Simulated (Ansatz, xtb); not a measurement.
A geometry optimisation of CH4FNSi+ with r2SCAN-D4/def2-SVP

The starting geometry of this gas-phase doublet was built from a drawn formula by distance geometry and a force field; its bonds are those of `F[C][NH2+][SiH2]`.

```xyz
8

C    -1.0869    0.8210    0.7297
F    -1.8914   -0.0860    1.2337
N    -0.1530    1.8082    0.2137
Si    1.0207    2.2939    1.3608
H    -0.6637    2.6488   -0.1389
H     0.3586    1.4352   -0.6295
H     1.9453    1.2585    1.4380
H     1.6667    3.4706    0.7649
```

**Question.** Predict what becomes of its bonds when it is optimised with r2SCAN-D4/def2-SVP.

**Answer.** It rearranges to `F[C]1[NH2+][SiH2]1`. Distances that change by over a tenth: N3–Si4 (1.71 → 1.95 Å). Contacts that close: C1–Si4 (2.65 → 1.81 Å).

The energy falls by 5.32 eV over 18 steps:

| step | E − E(last) (eV) |
| --- | --- |
| 1 | 5.321 |
| 3 | 4.069 |
| 5 | 3.069 |
| 7 | 1.616 |
| 9 | 0.532 |
| 10 | 0.236 |
| 12 | 0.087 |
| 14 | 0.012 |
| 16 | 0.000 |
| 18 | 0.000 |

Final geometry (Å):

```xyz
8

C    -0.7262    1.4297    1.1385
F    -1.5143    0.4173    1.2915
N    -0.1818    1.7420   -0.1913
Si    0.9713    2.0371    1.3471
H    -0.6385    2.5035   -0.7167
H     0.0125    0.9469   -0.8223
H     2.1174    1.1083    1.2665
H     1.1561    3.4654    1.6591
```

From the same start GFN2-xTB ends elsewhere, at `[NH2+]=C(F)[SiH2]`.

The end wasn't checked by frequencies. Open shells are spin-unrestricted. Run with Ansatz 0.2.0, 50 s on 2 threads of Intel(R) Xeon(R) 6975P-C (Granite Rapids), on a shared host.
